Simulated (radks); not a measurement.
Spherical quantum dot in the effective-mass picture: electrons in a parabolic well V = omega^2 r^2 / 2 with omega = 1.5, with a point charge +2 (a donor) at the centre, all in effective atomic units (hartree* = m*/eps^2 hartree, bohr* = eps/m* bohr), one dielectric constant everywhere. Method: non-relativistic Kohn-Sham, LDA (Slater exchange, Perdew-Wang correlation), spin-polarised, spherical densities; computed with a radial shooting solver with Libxc functionals. Levels are named by radial order and angular momentum (1s, 1p, 1d, 2s, ...), and open shells are averaged over m. Results are scaled to m* = 0.07 and eps = 6.4, for which hartree* = 46.5 meV and bohr* = 4.838 nm.

N = 4, configuration 1s2 1p(up 2, down 0). This is the lowest configuration that the search found. Occupied and some empty levels:

| level | occupation | eigenvalue (meV) | <r> (nm) |
|---|---|---|---|
| 1s up | 1 | 100.60 | 3.373 |
| 1s down | 1 | 106.33 | 3.317 |
| 1p up | 2 | 207.18 | 5.783 |
| 1p down | 0 | 215.34 | 5.806 |
| 2s up | 0 | 246.23 | 6.359 |
| 2s down | 0 | 252.16 | 6.432 |
| 1d up | 0 | 280.10 | 7.132 |
| 1d down | 0 | 287.54 | 7.197 |
| 1f up | 0 | 349.74 | 8.188 |
| 1f down | 0 | 355.91 | 8.267 |

Energy (meV): total 297.799, kinetic 386.05, external -334.90, Hartree 358.76, exchange-correlation -112.11.
